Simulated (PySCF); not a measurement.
C₃H₇AlClF, singlet, at a GFN2-xTB geometry (such geometries of metal compounds can be far from the true shape). Base run: B3LYP/6-31G, polarisability run with PySCF.

Here is a job for PySCF.
```python
from pyscf import gto, scf, dft
from pyscf.prop import polarizability

mol = gto.M(
    atom='''
Al    0.173237    0.255810    0.525575
Cl   -0.359052   -1.124740    1.915338
F     0.492683    1.794501    1.052623
C     0.382916   -0.071727   -1.455563
C     0.155700    1.233098   -2.227239
C    -0.537268   -1.196487   -1.942945
H     1.415968   -0.390912   -1.658219
H     0.408018    1.108541   -3.280754
H    -0.884877    1.546523   -2.158940
H     0.774764    2.030485   -1.817409
H    -0.391500   -2.098173   -1.349078
H    -0.329695   -1.436430   -2.986268
H    -1.583113   -0.904803   -1.861676
''',
    basis='6-31g',
    charge=0,
    spin=0,
    verbose=3,
)

mf = dft.RKS(mol)
mf.xc = 'b3lyp'
mf.kernel()
alpha = mf.Polarizability().polarizability()[2, 2]
print('alpha_zz =', alpha)
```

Variants of this job, named by their change:

```csv
change,alpha_zz (bohr³),basis functions,core-seconds (rough)
base,71.38,76,20
functional = pbe,74.67,76,20
finite field (a.u.) = 0.001; conv_tol = 1e-11,71.38,76,20
"functional = lda,vwn",75.62,76,20
basis = 6-31G*,72.90,106,50
finite field (a.u.) = 0.001; conv_tol = 1e-6,71.35,76,20
basis = def2-SVP,71.37,127,70
basis = cc-pVDZ,75.78,127,60
functional = hf,63.17,76,3
functional = camb3lyp,68.82,76,70
finite field (a.u.) = 0.05; conv_tol = 1e-11,76.49,76,40
finite field (a.u.) = 0.005; conv_tol = 1e-11,71.42,76,40
```

Finite-field rows take the second difference of the energy in a field along z; a small field with loose convergence shows SCF noise divided by the square of the field, and a large one adds hyperpolarisability.
